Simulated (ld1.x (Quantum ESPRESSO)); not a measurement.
## Before and after: TM potential for Se (Z = 34)

* Element: Se
* Generator: ld1.x (Quantum ESPRESSO) 7.5
* Type: norm-conserving Troullier–Martins (Kleinman–Bylander form)
* Functional: BLYP
* Relativity: scalar-relativistic
* Frozen core: [Ar] 3d10
* Valence charge: 6
* Reference configuration: 4s2 4p2.5 (charge +1.5)
* Partial waves: 4p (bound): rc 1.55 bohr; 4s (bound): rc 1.60 bohr
* Local potential: the s channel
* Core correction: a·sin(br)/r model core inside 0.75 bohr

All-electron outer shells of the reference configuration (BLYP, scalar-relativistic, ld1.x):

| shell | level (eV) | outermost node (bohr) | outermost maximum (bohr) |
| --- | --- | --- | --- |
| 4s | -32.03 | 0.70 | 1.47 |
| 4p | -20.20 | 0.74 | 1.71 |

Change: all radii but the core radius scaled by about 1.20 (s 1.92, p 1.86 bohr).

Cutoffs: the cutoffs (Ry, on a coarse ladder) from which the occupation-weighted sum of valence levels, in a spherical-Bessel basis at the reference potential, stays within 10 and 1 mRy of its value at 400 Ry; they do not see the model core or the augmentation charge, which bear on the density cutoff. Errors are all-electron minus pseudo energies relative to the spin-unpolarised reference configuration.

What does the change do?

The potential gets softer (40 Ry and 55 Ry → 30 Ry and 45 Ry); a bound ghost appears in p, which as a rule spoils a file; of the 7 tests that both files solve, the error grows in 6 and shrinks in 1 by more than 15 % and 0.3 meV (median size 4.4 → 37.7 meV). A larger radius leaves more room for a smooth pseudo-wave, so fewer plane waves are needed.

```tsv
quantity	base	changed
cutoff, loose	40 Ry	30 Ry
cutoff, tight	55 Ry	45 Ry
loose cutoff by channel (10 mRy a level)	p 18 Ry, s 30 Ry	p 18 Ry, s 18 Ry
bound ghosts	none	p
error for 4s2 4p4, meV [ΔE -19.56 eV]	-3.3	-29
error for 4s2 4p3, meV [ΔE -8.85 eV]	+0.3	-2.9
error for 4s2 4p2, meV [ΔE 11.38 eV]	-3.5	-6.2
error for 4s2 4p0, meV [ΔE 84.47 eV]	-83	-47
error for 4s0 4p6, meV [ΔE 2.54 eV]	-14	-48
error for 4s2 4p1, meV [ΔE 42.21 eV]	-26	-38
error for 4s2 4p4.3, meV [ΔE -21.11 eV]	-4.4	-40
```

 A true bound ghost makes a file unfit for plane-wave use even where its test errors are small: the radial tests pick states by their node count and pass the ghost by.
